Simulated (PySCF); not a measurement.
IrOCl2: fields on a plane

All numbers come from UPBE/[Ir def2-SVP with ECP60, O def2-SVP, Cl def2-SVP], scalar-relativistic core potentials, density fitting, no spin–orbit coupling, PySCF.

The doublet minimum has Ir–Cl 2.221 Å (×2), Ir–O 1.696 Å; Cl–Ir–Cl 119.1°, Cl–Ir–O 120.4° (×2).

The plane holds Ir1 at (0.00, 0.00), O2 at (1.70, 0.00), Cl3 at (-1.12, 1.91), Cl4 at (-1.12, -1.91) Å. Columns run from x = -3.15 to 4.05 Å, rows from y = 4.35 (top) to -4.05 Å, in steps of 0.3 Å. Other isomers or separated fragments may lie lower. Core electrons replaced by a potential are absent, the electrostatic potential uses the reduced nuclear charge, and values within about 0.7 Å of such atoms have no physical meaning.

Give the spin density (e/Å³) (cut at ±0.5 e/Å³). Lower edges of the bins (e/Å³): '0' -0.037, '1' -0.023, '2' -0.008, '3' 0.006, '4' 0.020, '5' 0.034, '6' 0.048, '7' 0.062, '8' 0.077, '9' 0.091; top 0.10.


```
2222222222222222222222222
2222222222222222222222222
2222222222222222222222222
2222222222222222222222222
2222222222222222222222222
2222222222222222222222222
2222221122222222222222222
2222222222222222222222222
2222222022222222222222222
2222222222222222222222222
2222221112222222222222222
2222222222222222222222222
2222222223332222222222222
2222222223442223532222222
2222222222222223942222222
2222222222222223942222222
2222222223442223532222222
2222222223332222222222222
2222222222222222222222222
2222221112222222222222222
2222222222222222222222222
2222222022222222222222222
2222222222222222222222222
2222221122222222222222222
2222222222222222222222222
2222222222222222222222222
2222222222222222222222222
2222222222222222222222222
2222222222222222222222222
```

Give the electrostatic potential (V) (cut at 20 V). Lower edges of the bins (V): '_' -0.29, '.' -0.17, ':' 0.02, '-' 0.32, '=' 0.80, '+' 1.55, '*' 2.75, '#' 4.65, '%' 7.66, '@' 12.44; top 20.0, each point printed twice.


```
::::::::::::::::::::::::::::::::::::..............
::::::::::::::::::::::::::::::::::::::............
::::::::--------::::::::::::::::::::::............
::::------======----::::::::::::::::::............
::::--====++****++==--::::::::::::::::............
::----==**##%%%%%%**++--::::::::::::::............
::--==++##@@@@@@@@%%**==----::::::::::............
::--==**@@@@@@@@@@@@##++==------::::::............
::--==##@@@@@@@@@@@@%%**++====--::::::............
::--==**@@@@@@@@@@@@%%****++====--::..............
::::--++%%@@@@@@@@@@%%####**++====--::..____......
::::--==**%%@@@@@@@@@@@@@@%%##**++==--..________..
::::--==++**##%%@@@@@@@@@@@@%%%%%%##++--..______..
::::--==++**##@@@@@@@@@@@@@@@@@@@@@@%%++::________
::::--==++**%%@@@@@@@@@@@@@@@@@@@@@@@@**::________
::::--==++**%%@@@@@@@@@@@@@@@@@@@@@@@@**::________
::::--==++**##@@@@@@@@@@@@@@@@@@@@@@%%++::________
::::--==++**##%%@@@@@@@@@@@@%%%%%%##++--..______..
::::--==**%%@@@@@@@@@@@@@@%%##**++==--..________..
::::--++%%@@@@@@@@@@%%####**++====--::..____......
::--==**@@@@@@@@@@@@%%****++====--::..............
::--==##@@@@@@@@@@@@%%**++====--::::::............
::--==**@@@@@@@@@@@@##++==------::::::............
::--==++##@@@@@@@@%%**==----::::::::::............
::----==**##%%%%%%**++--::::::::::::::............
::::--====++****++==--::::::::::::::::............
::::------======----::::::::::::::::::............
::::::::--------::::::::::::::::::::::............
::::::::::::::::::::::::::::::::::::::............
```

With open d or f shells other occupations or spin states may lie lower. With an element this heavy the missing spin–orbit coupling can shift these numbers.
